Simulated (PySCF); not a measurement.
Electronic structure of Sb²⁺ (antimony, charge +2) at the PBE level

Configuration: [Kr] 4d10 5s2 5p1, 2P determinant. Calculation: PySCF 2.14, in aug-cc-pVQZ-PP with one added diffuse shell each of s, p, d, f, g type with ECP28MDF (8s8p6d4f3g, 117 functions); scalar relativity through the core potential.

* Total energy: -239.2738 hartree
* One-electron energy: -404.4327 hartree
* Hartree (Coulomb) energy: 183.9729 hartree
* Exchange-correlation energy: -18.8140 hartree
* ⟨S²⟩: 0.7514
* ⟨L²⟩: 2.006
* Sum of ⟨r⟩: 23.84 bohr
* Sum of ⟨r²⟩: 35.63 bohr²
* Traceless quadrupole moment −½Σ⟨3z² − r²⟩ along its main axis: -2.70 e·bohr²

| shell | electrons | mean orbital energy (hartree) | spread (hartree) | rms radius, mean of both spins (bohr) |
| --- | --- | --- | --- | --- |
| 4s α | 1 | -6.19303 | 0 | 0.846 |
| 4s β | 1 | -6.19068 | 0 | 0.846 |
| 4p α | 3 | -4.46002 | 0.01858 | 0.916 |
| 4p β | 3 | -4.45753 | 0.02340 | 0.916 |
| 4d α | 5 | -1.89661 | 0.01893 | 1.11 |
| 4d β | 5 | -1.89166 | 0.02625 | 1.11 |
| 5s α | 1 | -1.09554 | 0 | 2.21 |
| 5s β | 1 | -1.06692 | 0 | 2.21 |
| 5p α | 1 | -0.75315 | 0 | 2.66 |

Energies and moments cover only the electrons outside the core potential.
